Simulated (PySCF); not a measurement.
## Gas-phase thermal properties of Ga(CH₃)₂Cl

Computed with PySCF and rigid-rotor harmonic-oscillator thermochemistry at 1 bar. 6-31G* has spherical d functions here. All species are closed-shell singlets. B3LYP is the form with VWN-RPA correlation. Ga: all electrons, no relativistic terms. Methyl groups turn as free rotors in Ga(CH₃)₂Cl. Ga(CH₃)₂Cl: computed as isolated molecules; such fragments, hydroxides, amides, oligomers or adducts are transient or little studied in the gas. The harmonic model lacks anharmonicity and excited electronic states, which grow with temperature; levels with a mode under 35 cm⁻¹ are left out.

```csv
level,point group,σ,ZPE (kJ/mol),S°298 (J/mol/K),Cp298 (J/mol/K),S°1000 (J/mol/K),H1000 − H298 (kJ/mol)
B3LYP/6-31G*,C2v,2,192.0,355.6,96.4,514.2,97.0
HF/6-31G*,C2v,2,202.9,351.9,93.2,505.7,94.2
PBE/def2-SVP,C2v,2,184.5,357.0,99.3,519.9,99.4
PBE0/def2-TZVP,C2v,2,190.3,355.1,97.1,515.1,97.8
```
σ: rotational symmetry number. Electronic degeneracy used: 1. Frequencies are unscaled.
